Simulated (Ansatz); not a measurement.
Reaction (cleavage of the In–B bond): `O[B](F)[InH2]` + `CNC` → `C[N](C)[InH2]` + `OBF`

Gas-phase electronic energies from Ansatz, PBE0-D4/def2-TZVP geometries. CCSD(T)/CBS adds triple-zeta CCSD(T) − MP2 to the extrapolated MP2 energy (def2 sets, frozen cores). This one scheme is used for every species. Functionals use def2-TZVPP. Elements past krypton have def2 core potentials. For In outer-core shells are correlated without core-valence functions, which leaves a few kJ/mol of doubt a bond. Each species was taken in one conformer, which may not be the lowest.

CCSD(T)/CBS gives -12.5 kcal/mol.

(1) Another level gave -9.9 kcal/mol. Which?
A. PBE-QIDH/def2-TZVPP
B. CCSD(T)/def2-TZVPP
C. r2SCAN0/def2-TZVPP
D. revPBE/def2-TZVPP

Largest T1 diagnostic among the species: 0.017.

Answers

(1) A. PBE-QIDH -9.9, CCSD(T)/def2-TZVPP -11.5, r2SCAN0 -8.9, revPBE -7.3 kcal/mol.

In def2-TZVPP, CCSD(T) changes the Hartree–Fock value by −3.2 kcal/mol (the triples alone add −0.9 kcal/mol) and MP2 by −5.0 kcal/mol. At CCSD(T), def2-SVP lies −1.3 kcal/mol from the extrapolated value and def2-TZVPP +0.9 kcal/mol. Leaving LDA and LC-ωPBE aside and taking each functional with its dispersion term where it has one, the values, not all of them listed here, spread over 3.3 kcal/mol, from BLYP-D4 to PBE0-D4. LDA lies −1.8 kcal/mol from PBE without D4.
